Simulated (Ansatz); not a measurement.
**How basis sets differ on C2H7AlO2 (SMILES C[O][Al]([CH3])[OH])**

C2H7AlO2 has 12 atoms, charge 0, and is taken as a singlet. SMILES: `C[O][Al]([CH3])[OH]`. Geometry: relaxed at PBE0-D4/def2-TZVP. This is one conformer, not always the lowest.

Quantity: the HOMO–LUMO gap, in eV. The values are calculated.

```json
{"level": "HF/STO-3G", "kind": "Hartree–Fock", "program": "Ansatz", "value (eV)": "18.19", "CPU time": "1.2 s"}
{"level": "HF/3-21G", "kind": "Hartree–Fock", "program": "Ansatz", "value (eV)": "14.69", "CPU time": "2 s"}
{"level": "HF/def2-SVP", "kind": "Hartree–Fock", "program": "Ansatz", "value (eV)": "14.57", "CPU time": "7.9 s"}
{"level": "HF/aug-cc-pVDZ", "kind": "Hartree–Fock", "program": "Ansatz", "value (eV)": "12.34", "CPU time": "33 s"}
```

The values span 12.34 to 18.19 eV. A Hartree–Fock LUMO above zero doesn't converge with the basis: it sinks as sets grow more diffuse. Orbital gaps aren't excitation energies. Times are those of the runs behind each value, whatever else they computed, on shared processors of several kinds: orders of magnitude only.
